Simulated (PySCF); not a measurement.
## A small calculation by hand: chemical shift, span and skew from a shielding tensor

(E)-1-chloro-1-fluoroprop-1-ene (C3H4ClF), SMILES C/C=C(/Cl)F. Atoms are numbered in the order given.

```xyz
9

C      0.2670    -2.3992     0.0000
C      0.7049    -0.9662     0.0000
C     -0.1344     0.0695     0.0000
F     -1.4597    -0.0698     0.0000
Cl     0.3445     1.7344     0.0000
H      0.6564    -2.9294     0.8858
H     -0.8279    -2.4876     0.0000
H      0.6564    -2.9294    -0.8858
H      1.7718    -0.7346     0.0000
```
Charge 0, spin multiplicity 1.

Geometry optimised at B3LYP-D3(BJ)/def2-SVP.

GIAO shieldings from PBE0/pcSseg-1 run with PySCF, non-relativistic, no solvent. The symmetric part of the tensor of F4 has the principal values 188.7, 275.8, 289.7 ppm. The same nucleus in CFCl3 has σ = 167.2 ppm at this level (PySCF, at its B3LYP-D3(BJ)/def2-TZVP geometry). Without spin–orbit terms, shifts of atoms bonded to Cl or Br come out too high.

Work out the isotropic shielding, the ¹⁹F shift against CFCl3, the span and the skew.


σ(iso) = (σ11 + σ22 + σ33)/3 = 251.4 ppm. δ = σ(ref) − σ(iso) = 167.2 − (251.4) = -84.2 ppm.
Span Ω = σ33 − σ11 = 101.0 ppm. Skew κ = 3(σ(iso) − σ22)/Ω = -0.72. Tumbling in solution averages the tensor to δ; in a static solid the shielding alone would spread this spin-1/2 line over Ω.
